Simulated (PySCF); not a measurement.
Compound: C7H10OS.
Atom-mapped SMILES: `[CH3:1][CH:2]([CH3:3])[O:4][c:5]1[cH:6][cH:7][s:8][cH:9]1` (hydrogens: H10, H11, H12 on C1; H13 on C2; H14, H15, H16 on C3; H17 on C6; H18 on C7; H19 on C9)

The same species was optimised twice, with GFN2-xTB and with PBE0-D3(BJ)/def2-SVP (PySCF), and the same property calculations (PySCF, gas phase) were run on both structures.

| coordinate | GFN2-xTB | PBE0-D3(BJ)/def2-SVP | change |
| --- | --- | --- | --- |
| C6–C7 (Å) | 1.357 | 1.370 | +0.013 |
| C2–C3 (Å) | 1.525 | 1.514 | -0.011 |
| O4–C5 (Å) | 1.357 | 1.347 | -0.010 |
| C5–C9 (Å) | 1.366 | 1.377 | +0.011 |
| C1–C2 (Å) | 1.529 | 1.519 | -0.010 |
| C5–C6 (Å) | 1.424 | 1.433 | +0.009 |
| C7–S8 (Å) | 1.715 | 1.712 | -0.003 |
| S8–C9 (Å) | 1.717 | 1.716 | -0.001 |
| C2–O4 (Å) | 1.422 | 1.421 | -0.001 |
| C1–C2–C3 (°) | 111.3 | 112.8 | +1.5 |
| C7–S8–C9 (°) | 91.1 | 92.1 | +1.0 |
| O4–C5–C6 (°) | 128.0 | 127.0 | -1.0 |
| O4–C5–C9 (°) | 120.0 | 120.8 | +0.8 |
| C2–O4–C5 (°) | 118.9 | 119.5 | +0.6 |
| C5–C9–S8 (°) | 112.2 | 111.6 | -0.6 |
| C6–C7–S8 (°) | 112.5 | 112.0 | -0.5 |
| C6–C5–C9 (°) | 112.0 | 112.2 | +0.2 |
| C1–C2–O4–C5 (°) | 72 | 72 | 0 |
| C2–O4–C5–C6 (°) | 12 | 13 | +1 |

Rotational constants: A = 3928, B = 726.2, C = 666.4 MHz (GFN2-xTB) against A = 3890, B = 727.5, C = 669.7 MHz (PBE0-D3(BJ)/def2-SVP). Point groups within 0.08 Å: C1 and C1.

On the GFN2-xTB structure: HOMO (eV) -6.14 [PBE0/pcSseg-1]; LUMO (eV) -0.28 [PBE0/pcSseg-1]; dipole (D) 1.97 [PBE0/pcSseg-1]; GIAO shielding of C1/C3 (mean) (ppm) 163.0 [PBE0/pcSseg-1]; GIAO shielding of C2 (ppm) 113.6 [PBE0/pcSseg-1]; GIAO shielding of O4 (ppm) 199.5 [PBE0/pcSseg-1]; GIAO shielding of C5 (ppm) 25.0 [PBE0/pcSseg-1]; GIAO shielding of C6 (ppm) 69.2 [PBE0/pcSseg-1]; GIAO shielding of C7 (ppm) 54.3 [PBE0/pcSseg-1]; GIAO shielding of S8 (ppm) 322.5 [PBE0/pcSseg-1]; GIAO shielding of C9 (ppm) 75.7 [PBE0/pcSseg-1].

Task: What do these properties become on the PBE0-D3(BJ)/def2-SVP structure?

Result: 
```
                                    property          level  on GFN2-xTB  on PBE0-D3(BJ)/def2-SVP  change
                                   HOMO (eV)  PBE0/pcSseg-1        -6.14                    -6.12   +0.02
                                   LUMO (eV)  PBE0/pcSseg-1        -0.28                    -0.30   -0.02
                                  dipole (D)  PBE0/pcSseg-1         1.97                     2.01   +0.04
energy, GFN2-xTB geometry as zero (kcal/mol)  PBE0/pcSseg-1          0.0                     -0.5    -0.5
        GIAO shielding of C1/C3 (mean) (ppm)  PBE0/pcSseg-1        163.0                    161.7    -1.3
                  GIAO shielding of C2 (ppm)  PBE0/pcSseg-1        113.6                    114.0    +0.4
                  GIAO shielding of O4 (ppm)  PBE0/pcSseg-1        199.5                    198.4    -1.1
                  GIAO shielding of C5 (ppm)  PBE0/pcSseg-1         25.0                     23.5    -1.5
                  GIAO shielding of C6 (ppm)  PBE0/pcSseg-1         69.2                     66.6    -2.6
                  GIAO shielding of C7 (ppm)  PBE0/pcSseg-1         54.3                     52.8    -1.5
                  GIAO shielding of S8 (ppm)  PBE0/pcSseg-1        322.5                    320.0    -2.5
                  GIAO shielding of C9 (ppm)  PBE0/pcSseg-1         75.7                     75.7     0.0
```

The heavy atoms differ by 0.022 Å rms after alignment. Among bonds between heavy atoms C6–C7 changes most (+0.013 Å). Changes are differences of the printed values. Neither structure is proved a minimum here.

Conformer computed: `[CH3:1][CH:2]([CH3:3])[O:4][c:5]1[cH:6][cH:7][s:8][cH:9]1`: C1–C2–O4–C5 72°, C2–O4–C5–C6 13°.
